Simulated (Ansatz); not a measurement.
Born–Oppenheimer molecular dynamics of F₂H₄N₂Ti (9 atoms, charge 0, multiplicity 1). It starts from a relaxed structure.

These are results of RKS PBE-D4/def2-SVP in Ansatz 0.2.0, not measurements.

```json
{"ensemble": "NVT, Langevin thermostat", "time step": "0.5 fs", "steps asked": "500", "set temperature": "300 K", "friction": "0.01 /fs", "temperature schedule": "125 steps to 300 K, then 375 steps to 10 K", "seed": "436864"}
```

Frames 5 fs apart, positions in Å.

Velocities at 25 fs (Å/ps):

```
Ti 1.44 -0.07 -1.25
F -3.09 -1.46 1.01
N 3.93 -0.48 3.48
H 19.55 2.60 -11.70
H 15.00 -25.43 6.38
F 2.14 1.19 -0.95
N -1.70 -3.68 -5.51
H 17.98 6.86 -9.50
H 14.68 -3.11 1.72
```

```xyz
9
Properties=species:S:1:pos:R:3 time_fs=25 energy_less_start_eV=0.155 T=166
Ti -0.005 0.002 -0.096
F -0.031 0.118 1.665
N 1.830 -0.137 -0.531
H 2.197 -0.671 -1.382
H 2.400 0.675 -0.315
F -0.768 1.386 -0.880
N -0.787 -1.617 -0.672
H -1.073 -2.308 -0.022
H -1.198 -1.820 -1.598
9
Properties=species:S:1:pos:R:3 time_fs=30 energy_less_start_eV=0.191 T=124
Ti 0.000 0.003 -0.101
F -0.043 0.116 1.670
N 1.845 -0.146 -0.528
H 2.242 -0.589 -1.307
H 2.534 0.600 -0.268
F -0.756 1.396 -0.882
N -0.791 -1.622 -0.701
H -1.034 -2.386 0.009
H -1.163 -1.832 -1.632
9
Properties=species:S:1:pos:R:3 time_fs=35 energy_less_start_eV=0.191 T=112
Ti 0.007 0.002 -0.106
F -0.056 0.116 1.673
N 1.853 -0.132 -0.520
H 2.320 -0.660 -1.344
H 2.597 0.494 -0.205
F -0.745 1.406 -0.877
N -0.794 -1.621 -0.713
H -0.994 -2.373 -0.094
H -1.133 -1.839 -1.660
9
Properties=species:S:1:pos:R:3 time_fs=40 energy_less_start_eV=0.145 T=157
Ti 0.014 -0.002 -0.106
F -0.064 0.112 1.672
N 1.858 -0.117 -0.531
H 2.247 -0.684 -1.220
H 2.591 0.450 -0.062
F -0.736 1.408 -0.873
N -0.790 -1.597 -0.726
H -0.973 -2.437 -0.105
H -1.089 -1.833 -1.683
9
Properties=species:S:1:pos:R:3 time_fs=45 energy_less_start_eV=0.186 T=163
Ti 0.019 -0.009 -0.107
F -0.068 0.109 1.669
N 1.845 -0.092 -0.533
H 2.256 -0.817 -1.222
H 2.497 0.407 0.074
F -0.730 1.413 -0.870
N -0.789 -1.565 -0.745
H -0.908 -2.361 -0.157
H -1.041 -1.820 -1.695
9
Properties=species:S:1:pos:R:3 time_fs=50 energy_less_start_eV=0.176 T=184
Ti 0.025 -0.014 -0.104
F -0.070 0.108 1.668
N 1.821 -0.074 -0.554
H 2.284 -0.768 -1.071
H 2.484 0.344 0.127
F -0.728 1.419 -0.872
N -0.789 -1.530 -0.766
H -0.852 -2.374 -0.137
H -1.029 -1.782 -1.747
9
Properties=species:S:1:pos:R:3 time_fs=55 energy_less_start_eV=0.280 T=103
Ti 0.028 -0.017 -0.099
F -0.071 0.097 1.665
N 1.798 -0.050 -0.579
H 2.380 -0.831 -1.026
H 2.458 0.273 0.138
F -0.722 1.426 -0.871
N -0.791 -1.508 -0.790
H -0.827 -2.326 -0.207
H -1.015 -1.742 -1.742
9
Properties=species:S:1:pos:R:3 time_fs=60 energy_less_start_eV=0.248 T=129
Ti 0.024 -0.010 -0.093
F -0.068 0.091 1.661
N 1.819 -0.046 -0.613
H 2.307 -0.797 -1.019
H 2.399 0.311 0.169
F -0.717 1.428 -0.874
N -0.790 -1.491 -0.815
H -0.850 -2.380 -0.243
H -1.038 -1.735 -1.809
9
Properties=species:S:1:pos:R:3 time_fs=65 energy_less_start_eV=0.224 T=160
Ti 0.019 0.002 -0.097
F -0.064 0.086 1.650
N 1.845 -0.047 -0.637
H 2.319 -0.867 -1.119
H 2.366 0.379 0.134
F -0.711 1.434 -0.874
N -0.784 -1.501 -0.836
H -0.893 -2.360 -0.322
H -1.034 -1.662 -1.792
9
Properties=species:S:1:pos:R:3 time_fs=70 energy_less_start_eV=0.136 T=258
Ti 0.007 0.019 -0.117
F -0.060 0.079 1.649
N 1.858 -0.056 -0.670
H 2.326 -0.812 -1.131
H 2.467 0.402 0.027
F -0.705 1.442 -0.872
N -0.769 -1.506 -0.851
H -0.951 -2.401 -0.344
H -1.050 -1.588 -1.860
9
Properties=species:S:1:pos:R:3 time_fs=75 energy_less_start_eV=0.157 T=226
Ti -0.001 0.034 -0.140
F -0.057 0.073 1.642
N 1.850 -0.058 -0.695
H 2.382 -0.839 -1.151
H 2.597 0.394 -0.142
F -0.700 1.457 -0.873
N -0.754 -1.507 -0.865
H -1.018 -2.372 -0.407
H -1.031 -1.483 -1.839
9
Properties=species:S:1:pos:R:3 time_fs=80 energy_less_start_eV=0.123 T=206
Ti 0.000 0.042 -0.157
F -0.057 0.071 1.628
N 1.845 -0.069 -0.711
H 2.311 -0.828 -1.199
H 2.631 0.461 -0.297
F -0.696 1.479 -0.877
N -0.733 -1.505 -0.872
H -1.089 -2.384 -0.456
H -1.049 -1.450 -1.867
```

Of the whole run (250 fs, mean temperature of the second half 197 K): The schedule's set-point averaged 107 K over the second half and the system 197 K, so it lags behind the ramp. A run of 0.25 ps of so small a system gives no equilibrium averages.

Run time: 10 min on 4 threads of Arm Neoverse V1, with other jobs on the host, peak memory 0.18 GiB.
